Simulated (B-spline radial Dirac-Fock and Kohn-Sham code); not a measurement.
# How the levels of holmium move as electrons are removed

Level of theory: Dirac-Fock ΔSCF + Breit + QED; a B-spline atomic structure program. Each ion is free and in its tabulated ground configuration. The model has no electron correlation.

Reference: Ho⁴⁵⁺, [Ar] 3d4, with 1s 58299.6 eV, 2s 12004.5 eV, 2p1/2 11542.3 eV, 3s 4422.7 eV. Shifts from it, in eV (a dash: the subshell is empty, belongs to an open shell averaged over j, or its hole state is left out as unreliable):

| ion | configuration | 1s | 2s | 2p1/2 | 3s |
| --- | --- | --- | --- | --- | --- |
| Ho⁴⁶⁺ | [Ar] 3d3 | ? | ? | ? | ? |
| Ho⁴⁷⁺ | [Ar] 3d2 | +313.5 | +300.0 | +304.5 | +221.9 |
| Ho⁴⁸⁺ | [Ar] 3d1 | +473.8 | +453.1 | +460.0 | +334.6 |
| Ho⁴⁹⁺ | [Ne] 3s2 3p6 | +636.6 | +608.1 | +617.6 | +448.5 |
| Ho⁵⁰⁺ | [Ne] 3s2 3p5 | +807.5 | +753.1 | +766.0 | +550.2 |
| Ho⁵¹⁺ | [Ne] 3s2 3p4 | +980.4 | +899.5 | +915.9 | +652.7 |

Q: Give the missing shifts for Ho⁴⁶⁺.

A: 1s +155.5, 2s +149.0, 2p1/2 +151.2, 3s +110.4 (eV).

Values without a named source are computed, but for edge energies of neutral atoms, which are taken from tables.
